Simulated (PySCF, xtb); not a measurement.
ethynyl anion (C2H), SMILES C#[C-], charge -1.

GFN2-xTB (xtb 6.7.1) at its own geometry gives an orbital gap of 6.44 eV.

Geometry: PBE-D3(BJ)/def2-TZVPD.

**Question.** What does CAM-B3LYP/def2-TZVPD in PySCF give? (The exact figures need the calculation; the answer reports its results.)

**Answer.** gap 7.47 eV (levels -2.17 and 5.30 eV).
